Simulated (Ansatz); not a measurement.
One change: `[OH][GeH]([OH])[Cl]` becomes `OC(O)Cl`.

Ansatz, PBE0-D4/def2-TZVP geometries, multiplicity 1. Each molecule was computed in one conformer, which needn't be the lowest.

Scalar relativity is left out up to krypton.

```
                                          property  `[OH][GeH]([OH])[Cl]`
size of the dipole moment (ωB97M-V/def2-TZVPP) / D                   1.00
               HOMO energy (B3LYP/def2-TZVPP) / eV                  -8.92
             LUMO energy (ωB97M-V/def2-TZVPP) / eV                   1.74
              HOMO–LUMO gap (PBE0/def2-TZVPP) / eV                   9.09
               LUMO energy (B3LYP/def2-TZVPP) / eV                  -0.49
             HOMO–LUMO gap (B3LYP/def2-TZVPP) / eV                   8.43
```

Question: What does the change do to each property? (Estimate.)

Answer: Computed: 
| property | `OC(O)Cl` | shift |
| --- | --- | --- |
| size of the dipole moment (ωB97M-V/def2-TZVPP) / D | 2.17 | 1.17 |
| HOMO energy (B3LYP/def2-TZVPP) / eV | -8.33 | 0.59 |
| LUMO energy (ωB97M-V/def2-TZVPP) / eV | 2.25 | 0.51 |
| HOMO–LUMO gap (PBE0/def2-TZVPP) / eV | 9.38 | 0.29 |
| LUMO energy (B3LYP/def2-TZVPP) / eV | 0.40 | 0.89 |
| HOMO–LUMO gap (B3LYP/def2-TZVPP) / eV | 8.73 | 0.30 |

With PBE0 the HOMO rises by 0.60 eV and the LUMO rises by 0.89 eV, so the gap widens by about 0.29 eV. PBE moves the HOMO by 0.56 eV and ωB97M-V by 0.57 eV. Dipoles are sizes alone; their direction can turn.

B3LYP here is the variant with VWN-RPA as its local correlation; programs differ in this.
